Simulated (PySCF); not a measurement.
Here is a computed GFN2-xTB geometry (Å):
```
atom  x, y, z in Å
C1     2.0642    0.4903   -0.9597
C2     0.9669    0.1349   -0.3818
C3    -0.1426   -0.2272    0.2089
C4    -0.4120   -1.6234    0.6931
C5    -1.2232    0.7541    0.4353
O6    -2.2672    0.5083    0.9858
O7    -0.9336    1.9796   -0.0385
H8     2.1843    0.4394   -2.0301
H9     2.9076    0.8608   -0.3990
H10   -1.2725   -2.0340    0.1678
H11    0.4519   -2.2601    0.5266
H12   -0.6535   -1.6012    1.7539
H13   -1.6748    2.5790    0.1412
```

Charge 0, singlet.

Problem. Read off the bonds between heavy atoms and their formal orders.

Solution. C1–C2 1.29 Å (double); C2–C3 1.31 Å (double); C3–C4 1.50 Å (single); C3–C5 1.48 Å (single); C5–O6 1.21 Å (double); C5–O7 1.35 Å (single). Bonds to hydrogen (Å): C1–H8 1.08; C1–H9 1.08; C4–H10 1.09; C4–H11 1.09; C4–H12 1.09; O7–H13 0.97.

Problem. Give the structure as a SMILES string.

Solution. `C=C=C(C)C(=O)O`, C5H6O2. Among its features: carboxylic acid and allene or cumulene.

Problem. Classify the heavy atoms.

Solution. C1: outer carbon of cumulated double bonds; C2: central carbon of cumulated double bonds; C3: outer carbon of cumulated double bonds; C4: methyl carbon; C5: carboxylic acid carbon; O6: acid carbonyl oxygen; O7: acid hydroxyl oxygen.

Problem. What is the arrangement about C3?

Solution. It has 3 neighbours (C2, C4, C5) and is planar (angles 123.7°, 120.4° and 115.9°, sum 360.0°, 0.00 Å off the plane of its three neighbours).

Problem. What is the arrangement about C4?

Solution. It has 4 neighbours (C3, H10, H11, H12) and is tetrahedral (angles from 107.6° to 110.7°).
